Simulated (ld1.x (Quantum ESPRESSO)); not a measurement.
Building the PAW potential for O (PBE, scalar-relativistic).

```json
{
 "Element": "O (Z = 8)",
 "Generator": "ld1.x (Quantum ESPRESSO) 7.5",
 "Type": "PAW",
 "Functional": "PBE",
 "Relativity": "scalar-relativistic",
 "Frozen core": "[He]",
 "Valence charge": "6",
 "Reference configuration": "2s2 2p4",
 "Partial waves": "2s (bound): rcut 0.70, rcutus 0.95 bohr; 2s channel at 0.05 Ry: rcut 0.70, rcutus 0.95 bohr; 2p (bound): rcut 1.40, rcutus 1.60 bohr; 2p channel at 0.35 Ry: rcut 1.40, rcutus 1.60 bohr; 3d channel at 0.45 Ry: rcut 1.30, rcutus 1.40 bohr; 3d channel at 1.4 Ry: rcut 1.30, rcutus 1.40 bohr",
 "Local potential": "all-electron potential smoothed inside 1.15 bohr (lloc = -1)",
 "Core correction": "Bessel-smoothed model core inside 0.70 bohr",
 "Augmentation charge": "BESSEL, radius 0.60 bohr"
}
```

What the tests gave:

| Item | Value |
| --- | --- |
| Cutoffs needed | 30 Ry and 50 Ry (the cutoffs (Ry, on a coarse ladder) from which the occupation-weighted sum of valence levels, in a spherical-Bessel basis at the reference potential, stays within 10 and 1 mRy of its value at 400 Ry) |
| Ghost test | no extra level below or beside the all-electron valence levels (s, p, d, f tested) (spherical-Bessel basis up to 400 Ry, 20 bohr box) |
| Configuration tests | test run stopped at test 4 of 7 (negative rho) |
| Lowest eigenvalue of the overlap operator | 0.55 (s channel) |

Generation and tests took about 1.5 s on one core of a shared server CPU.
